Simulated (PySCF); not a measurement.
Computed IR spectrum (relative IR intensity) of a molecule ClH6NOSi2. The structure is a stationary point at r2SCAN-D4/def2-SVP. The values are those of a single conformer. Computed with r2SCAN-D4/def2-SVP in PySCF 2.14.0. Frequencies are harmonic and unscaled.

Lines under 2 % of the strongest are left out, and lines within 2 cm⁻¹ are merged.

```
ν (cm⁻¹)  relative intensity
--------  ------------------
190                      2.4
299                       25
340                      7.6
406                       33
522                       15
619                      5.4
711                       11
733                      4.1
788                       28
839                       74
899                      100
913                       19
938                       21
942                       70
958                      8.0
1000                      21
1187                      58
2224                      35
2227                      35
2232                      27
2302                      34
3575                      13
3868                      26
```

### Question
Which molecule gave these data?
A. N[Si@@H](Cl)O[SiH3]
B. O[Si@H](Cl)N[SiH3]
C. N[Si@](O)([SiH3])Cl
D. N[SiH2][Si@H](O)Cl

### Answer
B, O[Si@H](Cl)N[SiH3]
